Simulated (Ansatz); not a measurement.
Gas-phase electronic energies from Ansatz, PBE0-D4/def2-TZVP geometries. CBS: MP2 limit from def2 TZ/QZ plus the TZ coupled-cluster correction, frozen cores. Functionals use def2-TZVPP. For Ge outer-core shells are correlated without core-valence functions, which leaves a few kJ/mol of doubt a bond. Scalar relativity is left out up to krypton. Each species was taken in one conformer, which may not be the lowest.

`C=C=C[CH2][GeH3]` → `C=[CH][GeH2][CH]=C`  (isomerisation)

```
             level  ΔE (eV)
            r2SCAN    -0.28
              PBE0    -0.28
SCS-MP2/def2-TZVPP    -0.50
     MP2/CBS(def2)    -0.46
```

What does CCSD(T)/CBS give? (Best estimate.)

Computed: -0.48 eV. The listed levels differ from it by 0.20, 0.20, -0.02, 0.02 eV.

Largest T1 diagnostic among the species: 0.012.

From PBE to PBE0 (25 % exact exchange), in def2-TZVPP and without D4, ΔE moves by −0.05 eV. The D4 term adds −0.04 eV with B3LYP and −0.02 eV with PBE0; it sums over pairs of atoms, weighted by their polarisabilities, and B3LYP, whose exchange is more repulsive, gets the larger term.

B3LYP here is the variant with VWN-RPA as its local correlation; programs differ in this.
